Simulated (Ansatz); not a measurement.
System: sum formula SiN2H4Cl, net charge 0, doublet state. It need not be the lowest isomer of its formula. SMILES: Cl[Si](N)N
Geometry from a B3LYP-D3(BJ)/def2-TZVP (Ansatz, a quantum-chemistry and plane-wave program) optimisation:
```
Si
N 1 1.7085
H 2 1.0070 1 121.14
H 2 1.0107 3 112.34 1 153.64
N 1 1.7172 2 105.89 3 -166.74
H 5 1.0083 1 120.00 2 -158.83
H 5 1.0091 6 111.99 1 147.67
Cl 1 2.1058 2 116.60 3 78.12
```
Charge 0, spin multiplicity 2.

Computed values are from Ansatz. Cores are frozen in the correlated levels unless marked. UHF or UKS for open shells. Spin-orbit coupling is left out. Non-relativistic. CBS(X,Y): correlation extrapolated as X^-3; Hartree-Fock from the larger set. The bracket is a focal-point correction in the basis named.

Problem. What is the dipole moment at CCSD(T)/aug-cc-pV(D+d)Z?

Solution. 2.31 D.

Problem. What is the atomisation energy De at RI-MP2/CBS(cc-pV(T+d)Z,cc-pV(Q+d)Z)+[CCSD(T)-MP2]/cc-pV(T+d)Z?

Solution. 2678.3 kJ/mol.

Problem. What is the T1 diagnostic at CCSD/cc-pV(T+d)Z?

Solution. 0.013.

Problem. What is the total energy at RI-MP2/CBS(cc-pV(T+d)Z,cc-pV(Q+d)Z)+[CCSD(T)-MP2]/cc-pV(T+d)Z?

Solution. -860.7310 Eh.
